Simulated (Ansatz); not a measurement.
**The atomisation energy (no zero-point term) down a group: F to Br**

One atom is swapped for its congeners: CBrCl2F `FC(Cl)(Cl)Br`; CBrCl3 (bromotrichloromethane) `ClC(Cl)(Cl)Br`; CBr2Cl2 (dibromodichloromethane) `ClC(Cl)(Br)Br`. All are singlets with charge 0.

Shapes, held fixed at every level: PBE0-D4/def2-TZVP. Programs: Ansatz 0.2.0. Values in eV.

```
              level  CBrCl2F  CBrCl3  CBr2Cl2
      HF/def2-TZVPP     8.49    7.23     6.71
BHLYP-D4/def2-TZVPP    13.32   11.83    11.31
 wB97M-V/def2-TZVPP    14.78   13.18    12.54
 wB97X-V/def2-TZVPP    14.75   13.11    12.53
  B2PLYP/def2-TZVPP    14.27   12.60    12.08
    CCSD/def2-TZVPP    13.43   11.81    11.33
 CCSD(T)/def2-TZVPP    14.02   12.42    11.95
```

At CCSD(T)/def2-TZVPP the atomisation energy falls at every step, from 14.02 to 11.95 eV. Every level shows the same order. Relativity is left out for Br unless named. Correlated rows may include outer-core shells of Br, which these sets cover unevenly. Spin-orbit coupling, which grows down the group, is left out (summed over each molecule's free atoms 0.25, 0.27, 0.38 eV).
